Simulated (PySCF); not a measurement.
Vertical excitations of a molecule C5H8O from TDA-LC-ωPBE/def2-SVPD (PySCF), as energy in eV (oscillator strength): 4.24 (0.002), 7.03 (0.185), 7.87 (0.073), 7.91 (0.227), 8.21 (0.035), 8.24 (0.042), 8.57 (0.126), 8.71 (0.008), 8.80 (0.092), 8.92 (0.047). Lowest triplet (TDA): 3.55 eV. Geometry optimised at ωB97X-D3(BJ)/def2-SVP. The values are those of a single conformer.

Q: Which molecule gave these data?
(A) C=C1CCOC1
(B) CC1=C[C@H](C)O1
(C) CC(=O)C1CC1
(D) C=C(C)CC=O

A: D, C=C(C)CC=O
